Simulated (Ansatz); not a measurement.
```xyz
11

C    -0.169    1.320    1.215
C     0.266    1.087   -0.018
O    -0.122    1.848   -1.066
S     1.415   -0.217   -0.419
Si   -0.011   -1.812   -0.329
H    -0.870    2.124    1.401
H     0.179    0.720    2.042
H     0.255    1.478   -1.870
H    -1.194   -1.481   -1.161
H     0.685   -3.008   -0.867
H    -0.434   -2.059    1.071
```

The species carries charge 0 and has multiplicity 1.

(1) List the r2SCAN/def2-TZVPP orbital energies in eV (the Gaussian-basis code of Ansatz). (An estimate is asked.)

Answers

(1) Computed: Occupied: -2409.41, -1791.68, -516.95, -275.71, -272.84, -213.85, -157.93, -157.83, -157.72, -142.10, -97.00, -96.94, -96.93, -28.44, -20.84, -18.70, -15.43, -14.18, -12.63, -11.71, -10.76, -10.53, -9.46, -9.27, -8.78, -8.41, -6.69, -5.94. Lowest empty: -0.95, -0.49, 0.02, 0.61, 0.73, 1.31, 1.84, 2.85.
